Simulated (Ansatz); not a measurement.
Molecule: CuI (charge +1, doublet). The spin state was set by rule; other spins were not relaxed. 
Geometry from a B3LYP-D3(BJ)/def2-TZVP (Ansatz, a quantum-chemistry and plane-wave program) optimisation:
```
Cu
I 1 2.4510
```
Charge +1, spin multiplicity 2.

Basis-set convergence of Hartree-Fock and CCSD(T) correlation energies (hartree) with Ansatz. Correlated levels leave the core frozen unless marked. UHF or UKS for open shells. Spin-orbit coupling is left out. The frozen core is the preceding noble-gas configuration, with the filled d and f shells of earlier blocks. Past Kr the def2 sets carry scalar-relativistic core potentials.

```csv
basis,functions,E(HF),"E(corr, CCSD(T))"
def2-SVPD,69,-1935.13461,-0.36444
def2-TZVPPD,126,-1935.37023,-0.56603
def2-QZVPPD,191,-1935.41208,-0.61119
```

Extrapolating the two largest sets (X = 3 and 4) as X^-3: E(corr) = (64·(-0.61119) - 27·(-0.56603))/37 = -0.6441 Eh, an estimate of the basis-set limit. The largest set recovers 94.9 % of it, the smallest 56.6 %.
